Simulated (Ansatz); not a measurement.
Ansatz (a program for electronic structure) input (HF/def2-TZVP):

Ansatz 0.2 input:
```yaml
crystal:
  periodic: [false, false, false]
  atoms:
    - {symbol: Mn, position_ang: [-0.00000000, -0.00000000, -0.91190951]}
    - {symbol: Cl, position_ang: [0.00000000, 0.00000000, 1.34104340]}
basis:
  gaussian:
    orbitals: def2-TZVP
hamiltonian:
  xc: {name: HF}
magnetization: {spin_polarized: true, initial_magnetization: 6}
relax: {f_tol: 0.003, max_steps: 100}
```

End of the output:

```
the calculation of the forces begins
reference -43794.98438596 eV, -1609.4359908773 hartree; 24, 18 occupied and 58, 64 virtual orbitals, 688 factors
relax step   2: F+E_penalty+E_count = -43794.98438596 eV  Δ(F+E_penalty+E_count) = -2.249e-2 eV  max|allowed force component| = 1.619e-1 eV/Å  Δτ_max = 0.0248 Å  (27 SCF iters, accepted)
these checks for a lower state are left out or cut short: starts, cluster_reference, orbital_swaps, neighbouring_geometries, increment
integrals: 0.02 GiB planned
688 factors; integrals over basis functions are off by at most 3.4e-4 eV
mean field: 0.24 GiB planned
mean field -43794.98560396 eV, -1609.4360356382 hartree, gradient 4.2e-5 eV, S^2 12.003590; 0 other end points of the search recorded, 0 dependent functions left out
the calculation of the forces begins
reference -43794.98560396 eV, -1609.4360356382 hartree; 24, 18 occupied and 58, 64 virtual orbitals, 688 factors
relax step   3: F+E_penalty+E_count = -43794.98560396 eV  Δ(F+E_penalty+E_count) = -1.218e-3 eV  max|allowed force component| = 7.697e-3 eV/Å  Δτ_max = 0.0072 Å  (28 SCF iters, accepted)
these checks for a lower state are left out or cut short: starts, cluster_reference, orbital_swaps, neighbouring_geometries, increment
integrals: 0.02 GiB planned
688 factors; integrals over basis functions are off by at most 3.4e-4 eV
mean field: 0.24 GiB planned
mean field evaluation 32: about -43794.9856 eV, gradient 1.1e-5 eV
mean field -43794.98560683 eV, -1609.4360357437 hartree, gradient 1.1e-5 eV, S^2 12.003586; 0 other end points of the search recorded, 0 dependent functions left out
the calculation of the forces begins
reference -43794.98560683 eV, -1609.4360357437 hartree; 24, 18 occupied and 58, 64 virtual orbitals, 688 factors
relax step   4: F+E_penalty+E_count = -43794.98560683 eV  Δ(F+E_penalty+E_count) = -2.871e-6 eV  max|allowed force component| = 4.019e-5 eV/Å  Δτ_max = 0.0004 Å  (20 SCF iters, accepted)
integrals: 0.02 GiB planned
688 factors; integrals over basis functions are off by at most 3.4e-4 eV
mean field: 0.24 GiB planned
mean field -43794.98560683 eV, -1609.4360357437 hartree, gradient 1.1e-5 eV, S^2 12.003586; 1 other end points of the search recorded, 0 dependent functions left out
the calculation of the forces begins
reference -43794.98560683 eV, -1609.4360357437 hartree; 24, 18 occupied and 58, 64 virtual orbitals, 688 factors
Total energy: -43794.98560683 eV, -1609.4360357437 hartree
Atom 0 at     0.000000     0.000000    -0.944362 Å, force    -0.000000     0.000000    -0.000040 eV/Å
Atom 1 at    -0.000000    -0.000000     1.373496 Å, force     0.000000     0.000000     0.000040 eV/Å
Dipole moment:    -0.000000     0.000000    -0.893636 e Å
```

The spin state was set by rule; other spins were not relaxed.
